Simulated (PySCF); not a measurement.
# Te: excitation energy

Te [Kr] 4d10 5s2 5p4 (3P) → Te [Kr] 4d10 5s2 5p3 5d1 (5D), as a difference of total energies. Calculation: PySCF 2.14, in aug-cc-pVDZ-PP with ECP28MDF; scalar relativity through the core potential. Correlated levels: valence: 4s2 4p6 4d10 frozen. The calculations carry no spin-orbit coupling.

| method | excitation energy (eV) |
| --- | --- |
| UHF | 6.983 |
| MP2 (valence) | 7.449 |
| SCS-MP2 (valence) | 7.477 |
| CCSD (valence) | 7.479 |
| CCSD(T) (valence) | 7.496 |
| CCSDT (valence) | 7.499 |

Q: How much does correlation contribute at CCSD(T) (valence)?

A: 7.496 − (6.983) = 0.513 eV, measured against UHF.

Errors of the correlated levels include the incompleteness of this basis and the frozen core.

The promoted electron is Rydberg-like, and one or two diffuse shells describe it only roughly, which tends to raise the upper state.

For comparison: 6.655 eV (measured; NIST levels, between the centres of gravity of the two terms).
